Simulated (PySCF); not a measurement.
## Bond length, frequency and bond energy of CsTe⁺ by level of theory

State: ³Σ⁻ (triplet), unpaired electrons π ↑↑. Set-up: basis Cs def2-SVP with ECP46, Te def2-SVP with ECP28; scalar-relativistic core potentials; PySCF 2.14. De refers to Cs⁺ + Te in their high-spin ground configurations, without counterpoise correction. The functionals are run spin-unrestricted. A positive dipole points towards Te; it is taken about the centre of mass and depends on that origin.

```csv
Level,Re (Å),ωe (cm⁻¹),De (eV),μ (D)
UHF,4.258,42.4,0.251,-8.60
UHF-MP2,4.137,48.3,0.305,n/a
UHF-SCS-MP2,4.160,47.2,0.295,n/a
UHF-CCSD,4.141,48.4,0.306,n/a
UHF-CCSD(T),4.134,48.9,0.312,n/a
LDA,3.911,59.7,0.417,-7.10
PBE,4.065,50.4,0.341,-7.58
PBEsol,3.995,53.6,0.356,-7.39
r²SCAN,4.100,48.8,0.296,-7.97
PBE0,4.060,50.3,0.317,-7.76
B97-3,4.135,47.7,0.278,-8.03
HSE06,4.056,50.7,0.322,-7.73
```

Which functional lies closest to UHF-CCSD(T) in De, which farthest, and by how much do they differ from it?

Closest is PBE0 (-7.4 pm in Re, +2.9 % in ωe, +0.01 eV in De against UHF-CCSD(T) in the same basis), farthest LDA (-22.3 pm in Re, +22.1 % in ωe, +0.10 eV in De). CCSD(T) converges more slowly with the basis than the functionals do and binds too weakly in this one, so the order can change at the basis-set limit.

What does a quarter of exact exchange do here, going from PBE to PBE0?

PBE0 less PBE: -0.5 pm in Re, -0.2 % in ωe, -0.02 eV in De. Exact exchange removes part of the self-interaction that spreads semilocal densities, and in most molecules shortens and stiffens the bond and lowers De; so it does here.

What does the step from GGA to meta-GGA do here, going from PBE to r²SCAN?

r²SCAN less PBE: +3.5 pm in Re, -3.2 % in ωe, -0.05 eV in De. 

Correlated steps freeze 4 core orbitals. The bond is weak. Basis-set superposition, not corrected here, can be much of De in a small basis, most of all at correlated wavefunction levels. Spin–orbit coupling is left out, which matters for elements this heavy, above all for dissociation energies. For an ion De counts to the pair picked by the measured ionisation energies or electron affinities, which need not be the lowest pair at this level. The state was picked by a PBE0 search and need not be the measured ground state.

The whole job (state search and all levels along the bond) took about 3.1 min on 1 thread of Arm Neoverse V1 (shared host), peak memory 0.62 GiB.
